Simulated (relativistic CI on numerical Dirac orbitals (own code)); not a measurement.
Transition arrays of I15+

Calculated at this level of theory: Dirac-Coulomb-Breit CI, orbitals from a KLI potential per configuration, model QED, valence Slater integrals scaled by 0.9, whole transition arrays (own radial code, finite nucleus).

Configuration list (outside the closed core [Ar] 3d10 4s2): 4p6 4d2, 4p6 4d 4f, 4p5 4d3, 4p6 4d 5p, 4p6 4d 5f. Levels of other configurations are missing.

All E1 lines from the levels of 4p6 4d2; mean and standard deviation are weighted by gf, and upper levels are sorted by their leading configuration.

```
Upper configuration  Lines    Σgf  Mean (eV)  Mean (nm)  σ (eV)  Strongest line (nm)
          4p6 4d 4f     23   81.5     111.17     11.152    1.45               11.074
            4p5 4d3    524  218.5     110.54     11.216    5.30               11.001
          4p6 4d 5p     60    9.8     130.77      9.481    1.96                9.456
          4p6 4d 5f     81    4.8     201.61      6.150    1.77                6.171
```

Σgf per state of the lower configuration in bins of 0.2 nm over the central range (centre: value): 6.1: 0.09, 9.5: 0.15, 10.7: 0.15, 10.9: 0.51, 11.1: 4.13, 11.3: 1.42, 11.5: 0.11, 11.7: 0.05.

(1) How do configuration mixing and the scaling of the Slater integrals move the arrays?

Answers

(1) Slater scale 0.9, no configuration mixing: 4p6 4d 4f 100.0 ± 3.3 eV (Σgf 76.1), 4p5 4d3 105.1 ± 7.6 eV (Σgf 201.1), 4p6 4d 5p 130.9 ± 1.8 eV (Σgf 12.2), 4p6 4d 5f 201.5 ± 1.8 eV (Σgf 6.9); Slater scale 1: 4p6 4d 4f 113.1 ± 1.5 eV (Σgf 83.5), 4p5 4d3 112.8 ± 5.3 eV (Σgf 223.0), 4p6 4d 5p 130.7 ± 2.3 eV (Σgf 9.3), 4p6 4d 5f 201.7 ± 1.9 eV (Σgf 4.6); Slater scale 0.8: 4p6 4d 4f 109.2 ± 1.4 eV (Σgf 81.3), 4p5 4d3 108.2 ± 5.4 eV (Σgf 212.3), 4p6 4d 5p 130.8 ± 1.8 eV (Σgf 10.2), 4p6 4d 5f 201.6 ± 1.7 eV (Σgf 5.0). With mixing, levels are counted to their leading configuration, so an array can shrink or vanish into another, and the sums then hold other lines.
